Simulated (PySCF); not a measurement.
Below is a simulated gas-phase Cl 2p photoelectron spectrum of Be2Cl2F2 ((ClBe-mu-F)2).

Every computed line was given a Gaussian of 0.5 eV full width at half maximum and an area set by the number of equivalent atoms (split 2:1 within a doublet); the highest printed point is 100. Method used: PySCF 2.14.0, delta-SCF UKS SCAN, pcX-2 on the ionised atom, pcseg-1 elsewhere, spin-free X2C.

binding energy (eV), intensity and a bar:
```
    205.6          0 
    205.7          1 
    205.8          5 #
    205.9         14 ####
    206.0         32 #########
    206.1         58 #################
    206.2         85 ##########################
    206.3        100 ##############################
    206.4         94 ############################
    206.5         71 #####################
    206.6         43 #############
    206.7         21 ######
    206.8          8 ##
    206.9          2 #
    207.0          1 
    207.1          0 
    207.2          0 
    207.3          0 
    207.4          1 
    207.5          4 #
    207.6         10 ###
    207.7         22 ######
    207.8         36 ###########
    207.9         47 ##############
    208.0         50 ###############
    208.1         42 #############
    208.2         29 #########
    208.3         16 #####
    208.4          7 ##
    208.5          2 #
    208.6          1 
    208.7          0
```

Problem. Count the maxima, the lines and the sites behind this envelope.

Solution. The curve has 2 maxima (at 206.3 and 208.0 eV). Under it lie 2 lines from 1 inequivalent chlorine site, drawn as a 2p3/2, 2p1/2 pair.

Problem. Decompose the envelope and assign each component. Bonds: Be1–Cl2, Be1–F3, Be1–F6, F3–Be4, Be4–Cl5, Be4–F6.

Solution. 
```tsv
position (eV)	relative area	line	atoms	environment
206.32	1.33	Cl 2p3/2	Cl2/Cl5	chlorine bonded to Be
207.98	0.67	Cl 2p1/2	Cl2/Cl5	chlorine bonded to Be
```

No satellites, vibrations or lifetime broadening are included. The first atom of each set that the bonding makes equivalent was ionised and stands for the set. 2p3/2 and 2p1/2 are the ΔSCF energy of one spin-free 2p hole plus the eigenvalues of a spin–orbit and ligand-field matrix of the shell. 2p1/2 minus 2p3/2 (ligand field included): Cl 1.65 eV. One conformer (not necessarily the lowest) at the PBE0-D3(BJ)/def2-SVP geometry, without solvent, vibrations or thermal averaging.
